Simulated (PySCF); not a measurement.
# One molecule, several mistakes: AlCl2GeH2 cation

Calculated results; nothing here was measured. They come from PySCF 2.14.0, an open-source quantum chemistry program, on an isolated molecule that a program drew, which may never have been made. The molecule is AlCl2GeH2 cation (charge +1, singlet), drawn as the SMILES string `[AlH+][GeH]([Cl])[Cl]`.

Each row is a Hartree-Fock (HF) and frozen-core CCSD(T) single point in the cc-pV(D+d)Z basis, meant for a local HF minimum. Run 1 is clean. Each other run has one planted mistake out of seven kinds, and not every kind appears here: one electron removed, one electron added, multiplicity raised by two, geometry at a saddle point, minimal basis STO-3G, one bond length entered in bohr, all coordinates scaled. The reference is restricted for singlets and unrestricted otherwise, and also for a bond in bohr. Adding or removing an electron swaps singlet and doublet. Electrons count all cores. HOMO and LUMO are orbital energies over both spins, the gradient is its largest component, and the lowest frequency (negative if imaginary) is given only where the gradient is small. Bond lengths are over the 5 bonds as drawn. T1 is the CCSD diagnostic: over 0.02 (restricted) or 0.045 (unrestricted) a single reference is doubtful. Germanium has the cc-pVDZ-PP basis, with a core potential (ECP10MDF) in place of its 10 inner electrons, and its 3s, 3p and 3d shells are frozen in CCSD(T).

Geometry of the clean run:
```xyz
6
AlCl2GeH2 cation, angstrom
Al    0.4174   -0.3280    1.1486
Ge   -1.7571   -1.6083    1.4480
Cl   -1.3682   -2.7536    3.2000
Cl   -3.1484   -0.0444    1.8367
H     1.7325    0.4933    1.0569
H    -2.1591   -2.4647    0.2710
```

| run | electrons | basis functions | <S^2> | HOMO (eV) | LUMO (eV) | gradient (hartree/bohr) | lowest frequency (cm^-1) | mean bond (Å) | longest bond (Å) | T1 | HF (hartree) | CCSD(T) (hartree) | mistake |
|---|---|---|---|---|---|---|---|---|---|---|---|---|---|
| 1 | 80 | 102 | 0.000 | -15.64 | -5.07 | 9.5e-06 | 72 | 1.9725 | 2.541 | 0.0130 | -1455.27965 | -1455.74252 | no fault |
| 2 | 79 | 102 | 0.781 | -20.92 | -13.44 | 3.6e-02 | - | 1.9725 | 2.541 | 0.0811 | -1454.73493 | -1455.19259 | one electron removed |
| 3 | 80 | 102 | 0.000 | -15.46 | -5.49 | 4.5e-02 | - | 2.1658 | 2.790 | 0.0155 | -1455.23519 | -1455.70867 | all coordinates scaled |
| 4 | 80 | 102 | 2.016 | -12.15 | -8.28 | 3.8e-02 | - | 1.9725 | 2.541 | 0.0286 | -1455.14532 | -1455.60954 | ? |

**Which mistake was planted in run 4, and what did it cost?**

Electrons, basis and geometry are unchanged, and <S^2> is 2.016, beside S(S+1) = 2.00 for a multiplicity of 3. So the mistake is: multiplicity raised by two. Subtracting run 1 and multiplying by 627.51 kcal/mol a hartree, the energy moved by 84.3 kcal/mol in HF and 83.4 kcal/mol in CCSD(T).

Cautions from the logs. Run 2: T1 is over the limit, so its CCSD(T) energy is less reliable.
